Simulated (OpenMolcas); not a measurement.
A run on Nb3+ among 6 point charges of -1.7 e arranged as a tetragonal octahedron (D4h), 2.16 Å from the ion, with the axial distance 2.549 Å.

| Property | Result |
| --- | --- |
| Program | OpenMolcas 26.06 |
| Method | SS-CASPT2, IPEA 0.25 Eh, imaginary shift 0.1 Eh (closed shells correlated: 4s 4p) |
| Basis | ANO-RCC-VDZP [6s5p3d1f] |
| Scalar Hamiltonian | DKH2, point nucleus |
| Active space | 2 electrons in 5 orbitals (4d) |
| State averaging | 2S+1 = 3 even, 10 roots; 2S+1 = 1 even, 15 roots |
| Spin-orbit coupling | RASSI with atomic mean-field integrals over the reference wave functions |

First CASPT2 step and the start of its output:

```
&CASPT2
Multistate=10 1 2 3 4 5 6 7 8 9 10
NoMult
Frozen=8 6
IPEA=0.25
Imaginary=0.1
MaxIter=60
WThr=0.0 0.3 0.05
PrWF=0.5
NoMix
```

```
--- CASPT2 ---
Orbital specifications:
      -----------------------

      Symmetry species                           1   2
                                                ag  au
      Frozen orbitals                            8   6
      Inactive orbitals                          1   3
      Active orbitals                            5   0
      Secondary orbitals                         7  13
      Deleted orbitals                           0   0
      Number of basis functions                 21  22
Type of calculation                        SS-CASPT2
      Fock operator                              state-specific
      IPEA shift                                 0.25
      Real shift                                 0.00
      Imaginary shift                            0.10
      The input orbitals will be transformed to quasi-canonical
Reference energy:       -3822.3658028225
      E2 (Non-variational):      -0.1703822791
      Shift correction:          -0.0001188454
      E2 (Variational):          -0.1705011245
      Total energy:           -3822.5363039470
      Residual norm:              0.0000002524
      Reference weight:           0.95896
      Contributions to the CASPT2 correlation energy
      Active & Virtual Only:         -0.0041538627
      One Inactive Excited:          -0.0607478340
      Two Inactive Excited:          -0.1054805823
Reference energy:       -3822.3497547553
      E2 (Non-variational):      -0.1728642732
      Shift correction:          -0.0003435265
      E2 (Variational):          -0.1732077997
      Total energy:           -3822.5229625550
      Residual norm:              0.0000001925
      Reference weight:           0.95290
      Contributions to the CASPT2 correlation energy
      Active & Virtual Only:         -0.0055894368
...
```

Over all roots the printed reference weights run from 0.23 to 0.96, and roots that are degenerate in the reference spread by up to 48 cm-1.

**Question.** Did the run give usable levels, and if not, why?

**Answer.** No. The equations converged, but the reference weight falls to 0.23 for at least one root against 0.96 for the best. A drop of that size marks an intruder state, so the energies of such roots and the levels built on them can't be trusted.
